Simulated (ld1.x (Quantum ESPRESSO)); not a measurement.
# Which change was made? (Tl, TM)

Tl (Z = 81), norm-conserving Troullier–Martins (Kleinman–Bylander form), made with ld1.x (Quantum ESPRESSO) 7.5 (LDA (PZ), scalar-relativistic). Core [Xe] 4f14 5d10, reference 6s2 6p0 (charge +1). Waves: 6p (bound, empty): rc 1.90 bohr; 6s (bound): rc 2.20 bohr. Local part: the s channel. Core correction: Bessel-smoothed model core inside 1.65 bohr.

Cutoffs, loose and tight: the cutoffs (Ry, on a coarse ladder) from which the occupation-weighted sum of valence levels, in a spherical-Bessel basis at the reference potential, stays within 10 and 1 mRy of its value at 400 Ry. They do not see the model core or the augmentation charge, which bear on the density cutoff. Test errors are all-electron minus pseudo excitation energies from the reference, over the configurations 6s2 6p1; 6s1 6p0; 6s2 6p0.5; 6s2 6p1.3; 6s1 6p1; 6s1 6p2; 6s0 6p3 (two spin-polarised tests are not counted in the largest error); variants that change the core or the reference have their own tests. The largest error is taken over the tests solved by every variant that gives reliable tests at all, those not shown here included: 6s1 6p0; 6s1 6p1; 6s1 6p2; 6s2 6p1.3.

The base gives: outcome: generated; cutoff, loose: 18 Ry; cutoff, tight: 30 Ry; bound ghosts: p, d; largest test error (meV): -214.

(1) After one change the result is: outcome: generated; cutoff, loose: 10 Ry; cutoff, tight: 21 Ry; bound ghosts: d; largest test error (meV): -229. Which change was it?
A. local potential all-electron potential smoothed inside 1.75 bohr (lloc = -1)
B. all radii but the core radius scaled by about 1.25 (s 2.76, p 2.38 bohr)
C. fully relativistic
D. reference 6s1 6p2

Results:

(1) B. The others give: local potential all-electron potential smoothed inside 1.75 bohr (lloc = -1) → outcome: generated; cutoff, loose: 18 Ry; cutoff, tight: 30 Ry; bound ghosts: s, d, p; largest test error (meV): -217 | reference 6s1 6p2 → outcome: generated; cutoff, loose: 35 Ry; cutoff, tight: 70 Ry; bound ghosts: p; largest test error (meV): -185 | fully relativistic → outcome: generated; cutoff, loose: 18 Ry; cutoff, tight: 30 Ry; bound ghosts: p3/2, d; largest test error (meV): -209.
